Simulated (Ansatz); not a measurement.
`[NH2][W](=[O])(=[O])[OH]` + H–F → `[NH2][W](=[O])(=[O])[F]` + H₂O at 400 K and 1 bar (ligand exchange at a W–O bond).

Program: Ansatz. Geometries: PBE0-D4/def2-TZVP. ΔE: electronic, gas phase. CCSD(T)/CBS is the MP2 limit (def2-TZVPP, def2-QZVPP) plus CCSD(T) − MP2 in def2-TZVPP, frozen cores. This one scheme is used for every species. Elements past krypton have def2 core potentials. For W outer-core shells are correlated without core-valence functions, which leaves a few kJ/mol of doubt a bond. Each species was taken in one conformer, which may not be the lowest.

```csv
species,CCSD(T)/CBS energy (Eh),H − E (kJ/mol),S (J/(mol·K))
`[NH2][W](=[O])(=[O])[OH]`,-349.16250,151.0,382.5
H–F,-100.39570,36.5,182.2
`[NH2][W](=[O])(=[O])[F]`,-373.18891,119.7,367.1
H₂O,-76.37941,69.8,198.6
```

H − E and S are ideal-gas, rigid-rotor, harmonic terms from PBE0-D4/def2-TZVP, for one conformer and one mirror image of each species. 1 Eh = 2625.50 kJ/mol, R = 8.31446 J/(mol·K).

By hand: ΔE, ΔH, ΔS and ΔG.

ΔE = (-373.18891) + (-76.37941) − (-349.16250) − (-100.39570) = -0.01012 Eh = -26.6 kJ/mol. Δ(H − E) = 119.7 + 69.8 − 151.0 − 36.5 = 2.0, so ΔH = -24.6 kJ/mol. ΔS = 367.1 + 198.6 − 382.5 − 182.2 = 1.0 J/(mol·K). ΔG = -24.6 − 400 × (1.0)/1000 = -25.0 kJ/mol.

By hand: the equilibrium constant, and the temperature at which ΔG would vanish if ΔH and ΔS stayed fixed.

log₁₀ K = −ΔG/(RT ln 10) = 3.3. ΔH and −TΔS have one sign here, so there is no such temperature. One of them is within its doubt of zero, so this could turn.

The number of gas molecules stays the same, so ΔS is small and ΔH decides. A doubt of 5 kJ/mol in ΔE shifts log₁₀ K by 0.7 here. Other conformers and mirror images would add mixing entropy, several J/(mol·K) or more a flexible species. These are equilibria of isolated gas molecules and say nothing of rates. Largest T1 diagnostic: 0.022 (customary marks: 0.02 for closed shells, 0.045 for open ones).
